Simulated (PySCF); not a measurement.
C2H6AlIO, SMILES C[O][Al]([CH3])[I].

Geometry optimised at B3LYP-D3(BJ)/def2-SVP. The structure was generated by enumeration; whether it is a known compound was not checked. The def2 effective core potentials stand for the cores of I; spin–orbit coupling is left out. One conformer was computed; it need not be the lowest.

Calculation: TDA-PBE/def2-SVPD in PySCF.

Vertical excitations. Gas-phase values at a fixed geometry. State labels are in the subgroup Cs.

Computed lowest excited states:
```
state  symmetry  energy (eV)  λ (nm)      f                                                                main pairs
-----  --------  -----------  ------  -----  ------------------------------------------------------------------------
S1           A"         5.10     243  0.000                                                          HOMO→LUMO+1 99 %
S2           A'         5.13     242  0.031                                                            HOMO→LUMO 96 %
S3           A"         5.18     240  0.019                                                          HOMO−1→LUMO 99 %
S4           A'         5.43     229  0.013                                      HOMO−1→LUMO+1 52 %, HOMO−2→LUMO 44 %
S5           A"         5.53     224  0.000                                                        HOMO−2→LUMO+1 98 %
S6           A"         5.66     219  0.038                                                          HOMO−3→LUMO 97 %
S7           A'         5.69     218  0.101  HOMO−2→LUMO 45 %, HOMO−1→LUMO+1 33 %, HOMO−3→LUMO+1 7 %, HOMO−4→LUMO 7 %
S8           A'         6.04     205  0.070                                                        HOMO−3→LUMO+1 78 %
S9           A"         6.25     198  0.002                                                        HOMO−4→LUMO+1 99 %
S10          A'         6.49     191  0.155                                                          HOMO−4→LUMO 70 %
T1           A'         4.90     253      0                                                            HOMO→LUMO 99 %
T2           A'         4.94     251      0                                                        HOMO−1→LUMO+1 97 %
T3           A"         4.98     249      0                                                          HOMO−1→LUMO 89 %
T4           A"         4.99     248      0                                                          HOMO→LUMO+1 92 %
```
Triplets are in the Tamm–Dancoff approximation.
